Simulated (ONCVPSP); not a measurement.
What one change does to a pseudopotential (iodine, ONCV)

- Element: iodine (I)
- Generator: ONCVPSP 4.0.1
- Type: optimised norm-conserving Vanderbilt (ONCV)
- Functional: PBE
- Relativity: scalar-relativistic
- Frozen core: [Kr] 4d10
- Valence charge: 7
- Reference configuration: 5s1.5 5p5.5
- Partial waves: 5s: rc 1.70 bohr, ncon 4, nbas 7, qcut 3.7 1/bohr, local; 5p: rc 1.95 bohr, ncon 4, nbas 7, qcut 4.3 1/bohr, 3 projectors, debl 3.3 Ha
- Local potential: the s channel
- Core correction: polynomial model core, fcfact 0.7

Change: p: ncon 3, nbas 6.

Cutoffs: the cutoffs (Ha) at which the residual kinetic energy of the hardest occupied pseudo-wave falls to 1 and 0.1 mHa per electron; they do not see the model core or the augmentation charge, which bear on the density cutoff. Errors are all-electron minus pseudo energies relative to the spin-unpolarised reference configuration.

Task: Predict the effect on cutoff, ghosts and configuration errors.

Result: The potential gets neither clearly harder nor softer (14 Ha and 32 Ha → 14 Ha and 32 Ha); the bound ghost in p disappears; of the 4 tests that both files solve, the error grows in 0 and shrinks in 2 by more than 15 % and 0.3 meV (median size 3.8 → 3.2 meV).

| quantity | base | changed |
| --- | --- | --- |
| cutoff, loose | 14 Ha | 14 Ha |
| cutoff, tight | 32 Ha | 32 Ha |
| loose cutoff by channel | s 14 Ha, p 8.5 Ha | s 14 Ha, p 8.0 Ha |
| bound ghosts | p | none |
| GHOST(+) flags under 300 eV | none | none |
| error for 5s2 5p5, meV [ΔE -5.18 eV] | -1.7 | -1.2 |
| error for 5s2 5p4, meV [ΔE 5.95 eV] | -5.0 | -3.9 |
| error for 5s2 5p3, meV [ΔE 25.79 eV] | -18 | -17 |
| error for 5s1 5p6, meV [ΔE 5.23 eV] | -2.6 | -2.5 |
| s: phases at 1.73 bohr within 0.05 rad from the reference energy up to (Ha; the scan ends near 5) | 3.1 | 3.1 |
| p: phases at 1.97 bohr within 0.05 rad from the reference energy up to (Ha; the scan ends near 5) | to the end of the scan | to the end of the scan |
| rms error of d²Exc/dni dnj with the model core, mHa | 0.19 | 0.16 |

Base: The cutoffs count occupied waves only; projector 3 of the p channel, the hardest unoccupied one, needs 66 Ha at the loose tolerance. Changed file: The cutoffs count occupied waves only; projector 3 of the p channel, the hardest unoccupied one, needs 49 Ha at the loose tolerance. A true bound ghost makes a file unfit for plane-wave use even where its test errors are small: the radial tests pick states by their node count and pass the ghost by.
